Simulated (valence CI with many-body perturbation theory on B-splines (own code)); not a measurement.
Results of a calculation; reference values are marked as such.
## Hyperfine factors and g values of Rb³²⁺

Level of theory: relativistic CI+MBPT: three valence electrons over a frozen Dirac-Fock core [He], radial functions for each j: 11 s, 11 p, 9 d, 7 f, 5 g, 2 h, 1 i, with the one-electron correlation potential Σ1, the two-electron term Σ2, the three-electron term Σ3, Breit, model QED; selected CI, second order for the rest (own B-spline code, finite nucleus).

The last digits are not significant, and no measured levels were compared; by estimate large intervals hold to a few tenths of a per cent, small ones and those within an open d or f shell to about a per cent.

A/g_I is the dipole constant over the nuclear g factor μ/I (μ in nuclear magnetons, uniformly magnetised nucleus), B/Q the quadrupole constant per barn. Both hold the static response of the core; the bare values leave it out. Large factors of s and p1/2 electrons are usually good to 5 to 10 %; those of open d and f shells near neutrality can be off by tens of per cent, and small factors of p3/2, d and f electrons come from cancelling terms and can be off by a factor of two or in sign, in half-filled shells by more. B is blank for J = 1/2, where it vanishes, and for nearly pure S terms. Energies count from the lowest level.

Levels are named by their leading jj configuration (3d3/2^4 stands for four electrons in 3d with j = 3/2), which in mixed levels can hold well under half, so a name can repeat and another be missing. Letters in brackets count levels of one name in rising energy.

| Level | E (Ry) | g | A/g_I (MHz) | A/g_I bare | B/Q (MHz/b) | B/Q bare |
| --- | --- | --- | --- | --- | --- | --- |
| (2s^2 2p1/2) J=1/2 | 0.00 | 0.655 | 524000 | 519000 |  |  |
| (2s^2 2p3/2) J=3/2 | 5.06 | 1.326 | 92400 | 95900 | 171000 | 172000 |
| (2s 2p1/2^2) J=1/2 | 6.65 | 2.468 | 1320000 | 1310000 |  |  |
| (2s 2p1/2 2p3/2) J=3/2 [a] | 9.98 | 1.701 | 421000 | 419000 | 137000 | 138000 |
| (2s 2p1/2 2p3/2) J=5/2 | 11.34 | 1.460 | 466000 | 464000 | -11400 | -11400 |
| (2s 2p1/2 2p3/2) J=3/2 [b] | 13.90 | 0.899 | -18700 | -13100 | 167000 | 168000 |
| (2s 2p1/2 2p3/2) J=1/2 | 14.53 | 1.103 | -149000 | -142000 |  |  |
| (2s 2p3/2^2) J=5/2 | 16.52 | 1.323 | 423000 | 418000 | 183000 | 183000 |
| (2s 2p3/2^2) J=1/2 | 19.91 | 1.739 | 1540000 | 1510000 |  |  |
| (2s 2p3/2^2) J=3/2 | 20.01 | 1.243 | -181000 | -170000 | -99100 | -99400 |
| (2p1/2^2 2p3/2) J=3/2 | 21.71 | 1.533 | 59700 | 69800 | 116000 | 116000 |
| (2p1/2 2p3/2^2) J=3/2 | 25.63 | 1.318 | 16000 | 22600 | 70800 | 71000 |
| (2p1/2 2p3/2^2) J=5/2 | 26.57 | 1.191 | 173000 | 177000 | -1030 | -1040 |
| (2p1/2 2p3/2^2) J=1/2 | 28.45 | 0.655 | 526000 | 518000 |  |  |
| (2p3/2^3) J=3/2 | 32.40 | 1.260 | 91700 | 96800 | -185000 | -185000 |
| (2s^2 3s) J=1/2 | 164.04 | 1.998 | 476000 | 469000 |  |  |
| (2s^2 3p1/2) J=1/2 | 166.59 | 0.668 | 145000 | 144000 |  |  |
| (2s^2 3p3/2) J=3/2 | 168.00 | 1.339 | 79600 | 79700 | 50200 | 50300 |
| (2s 2p1/2 3s) J=1/2 [a] | 169.04 | 2.495 | 965000 | 949000 |  |  |
| (2s 2p1/2 3s) J=3/2 | 169.86 | 1.630 | 773000 | 761000 | -73800 | -74000 |
| (2s^2 3d3/2) J=3/2 | 170.24 | 0.798 | 25400 | 25300 | 9920 | 10100 |
| (2s 2p1/2 3s) J=1/2 [b] | 170.68 | 0.743 | 668000 | 660000 |  |  |
| (2s^2 3d5/2) J=5/2 | 170.68 | 1.197 | 8630 | 8600 | 13400 | 13600 |
| (2s 2p1/2 3p1/2) J=1/2 [a] | 171.23 | 0.224 | -112000 | -108000 |  |  |
| (2s 2p1/2 3p1/2) J=3/2 | 171.96 | 1.194 | 686000 | 676000 | -61600 | -61700 |
| (2s 2p1/2 3p1/2) J=1/2 [b] | 173.10 | 2.155 | 1500000 | 1480000 |  |  |
| (2s 2p1/2 3p3/2) J=3/2 [a] | 173.15 | 1.441 | 120000 | 119000 | 37700 | 37800 |
| (2s 2p1/2 3p3/2) J=1/2 | 173.74 | 1.147 | -587000 | -577000 |  |  |
| (2s 2p1/2 3p3/2) J=5/2 | 173.83 | 1.373 | 405000 | 401000 | -11000 | -11000 |
| (2s 2p3/2 3s) J=5/2 | 173.99 | 1.591 | 476000 | 472000 | 172000 | 173000 |
| (2s 2p1/2 3p3/2) J=3/2 [b] | 174.13 | 1.233 | 223000 | 221000 | 56200 | 56300 |
| (2s 2p1/2 3d3/2) J=3/2 [a] | 174.69 | 0.516 | -153000 | -150000 | 19000 | 19100 |
| (2s 2p3/2 3s) J=3/2 [a] | 174.95 | 1.381 | 517000 | 513000 | 130000 | 130000 |
| (2s 2p1/2 3d3/2) J=5/2 | 175.27 | 1.087 | 217000 | 214000 | -16500 | -16400 |
| (2s 2p1/2 3d5/2) J=5/2 [a] | 175.81 | 1.361 | 272000 | 268000 | 354 | 467 |
| (2s 2p1/2 3d3/2) J=3/2 [b] | 176.06 | 1.304 | 190000 | 187000 | 30700 | 30800 |
| (2s 2p1/2 3d3/2) J=1/2 | 176.09 | 0.327 | -626000 | -617000 |  |  |
| (2s 2p1/2 3d5/2) J=7/2 | 176.17 | 1.268 | 286000 | 282000 | -53900 | -53900 |
| (2s 2p1/2 3d5/2) J=3/2 | 176.84 | 0.993 | -141000 | -139000 | 8240 | 8360 |
| (2s 2p3/2 3p1/2) J=3/2 [a] | 176.86 | 1.601 | 552000 | 548000 | 118000 | 118000 |

Q: Take the isotope of mass number 87, with I = 3/2, μ = 2.75129 μN and Q = 0.1335 b. What is the hyperfine structure of (2s 2p1/2 2p3/2) J=3/2 [a]?

A: From the table A = 772000 MHz, B = 18300 MHz. Shifts from the centre of gravity in MHz: F = 0: -2870000, F = 1: -2120000, F = 2: -593000, F = 3: 1740000.
